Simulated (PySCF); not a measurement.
This PySCF input asks for the NMR shieldings of SMILES C(=O)(CO[SiH3])C1CCCC1, C₇H₁₄O₂Si; the geometry comes from GFN2-xTB.

```python
import basis_set_exchange as bse
import numpy as np
from pyscf import gto, dft
from pyscf.prop import nmr

atoms = """
O     1.229089    0.862337    0.611884
C     0.763471   -0.231094    0.419507
C     1.666567   -1.423776    0.187049
O     3.002376   -1.103711    0.148306
Si    3.757194    0.322265    0.418942
C    -0.716391   -0.518156    0.346746
C    -1.554063    0.491538    1.146119
C    -2.776358    0.761210    0.274452
C    -2.182543    0.788824   -1.129311
C    -1.184321   -0.371356   -1.128360
H     1.375905   -1.909559   -0.756184
H     1.484901   -2.145529    0.999008
H     3.501511    1.326346   -0.611056
H     5.104604   -0.225542    0.262702
H     3.578766    0.843686    1.771488
H    -0.894953   -1.539705    0.688415
H    -1.812914    0.112743    2.133562
H    -0.975365    1.408820    1.266575
H    -3.278087    1.690439    0.537635
H    -3.492087   -0.057904    0.364576
H    -2.934023    0.678374   -1.909561
H    -1.657115    1.731463   -1.284320
H    -0.348349   -0.178992   -1.800854
H    -1.669550   -1.292958   -1.449368
"""
names = dict.fromkeys(["O", "C", "Si", "H"], "pcSseg-1")
basis = {el: gto.basis.parse(bse.get_basis(n, elements=[el], fmt="nwchem")) for el, n in names.items()}
mol = gto.M(atom=atoms, basis=basis, charge=0, verbose=0)
mf = dft.RKS(mol, xc="PBE0")
mf.grids.level = 2
mf.grids.alignment = dft.numint.BLKSIZE   # the property module wants whole blocks of grid points
mf.conv_tol = 1e-9
mf.kernel()

calc = nmr.RKS(mf)   # GIAO
C = mf.mo_coeff
Co = C[:, mf.mo_occ > 0]
resp = mf.gen_response(singlet=True, hermi=2)
def vind(x):   # induced exchange potential for any number of trial vectors
    d = np.einsum("pi,xij,qj->xpq", C, 2 * x.reshape(-1, C.shape[1], Co.shape[1]), Co, optimize=True)
    return np.einsum("xpq,pi,qj->xij", resp(d - d.transpose(0, 2, 1)), C, Co, optimize=True).ravel()
mo1, _ = nmr.rhf.solve_mo1(calc, with_cphf=vind)
sigma = calc.kernel(mo1)
for i, s in enumerate(sigma):   # ppm
    print("%2d %-2s %9.2f" % (i, mol.atom_pure_symbol(i), np.trace(s) / 3))
```

Q: What does it print?

A: 
```
 0 O    -243.61
 1 C     -34.60
 2 C     114.01
 3 O     339.30
 4 Si    391.89
 5 C     140.05
 6 C     156.64
 7 C     154.77
 8 C     156.71
 9 C     152.98
10 H      26.84
11 H      27.11
12 H      26.46
13 H      26.90
14 H      26.44
15 H      29.07
16 H      30.09
17 H      29.20
18 H      29.76
19 H      30.27
20 H      29.92
21 H      30.18
22 H      30.35
23 H      29.83
```

These numbers come from an equivalent density-fitted implementation of the same equations, which agrees with the script to about 0.01 ppm for H and up to a few tenths of a ppm for heavy atoms, so last digits may differ.

Q: Turn these shieldings into chemical shifts. δ = σ(ref) − σ, references computed at the same level: ¹⁷O (σref 336.08) against H2O; TMS for ¹³C (σref 186.93) and ²⁹Si (σref 349.16) and ¹H (σref 31.72).

A: Averaging equivalent atoms: O 0: 579.7; O 3: -3.2; C 1: 221.5; C 2: 72.9; C 5: 46.9; C 6/9: 32.1; C 7/8: 31.2; Si 4: -42.7; H 12/13/14: 5.12; H 10/11: 4.74; H 15: 2.64; H 17/22: 1.95; H 16/23: 1.76; H 18/21: 1.75; H 19/20: 1.62 ppm. Unscaled 17O shifts of doubly bonded oxygen tend to come out too high, by tens of ppm or more. Experimental scales use liquid or dissolved standards, which lie at an offset from isolated H2O (liquid H2O: subtract about 36 ppm).

Size and cost of the density-fitted run: 247 basis functions, 71 s wall time on 1 thread of an Arm Neoverse V1, shared host; peak memory 1.2 GiB.
